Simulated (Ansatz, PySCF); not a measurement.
Dimer: H2S (SMILES S) (first 3 atoms) with ClH3Si (SMILES [SiH3]Cl); geometry from B3LYP-D3(BJ)/def2-TZVP.
(charge 0, multiplicity 1):
```xyz
8

S      1.2014    -0.0802    -0.5346
H     -0.0448    -0.5280    -0.3149
H      0.8454     1.1874    -0.2732
Si     0.7098     0.0734     3.2333
Cl    -0.9853     0.9631     2.4355
H      0.7806    -1.3182     2.7548
H      0.5689     0.1063     4.7032
H      1.8904     0.8478     2.8126
```

Basis-set superposition error: the interaction energy with monomers in their own basis, and in the dimer's basis (counterpoise).

The values were computed with Ansatz (Gaussian basis) for Hartree–Fock, density functionals and correlated methods; PySCF for 6-31G* rows. Values without a source in brackets are computed.

```csv
level,uncorrected (meV),counterpoise (meV),difference
HF/6-31G*,1.9,17.1,15.2
SVWN5/def2-TZVPPD,-157.7,-152.7,4.9
BLYP/def2-TZVPPD,34.9,38.9,3.9
revPBE/def2-TZVPPD,31.6,35.1,3.5
B97M-V/def2-TZVPPD,-93.1,-89.7,3.4
wB97X-V/def2-TZVPPD,-95.1,-91.7,3.4
MP2/aug-cc-pV(Q+d)Z,-107.3,-98.7,8.6
SCS-MP2/aug-cc-pV(Q+d)Z,-79.3,-69.5,9.8
CCSD/aug-cc-pV(D+d)Z,-92.8,-50.9,41.9
CCSD(T)/aug-cc-pV(T+d)Z,-102.3,-82.0,20.3
```

The error is largest for CCSD/aug-cc-pV(D+d)Z (41.9 meV) and smallest for B97M-V/def2-TZVPPD (3.4 meV).

Ansatz is a quantum-chemistry and plane-wave program.
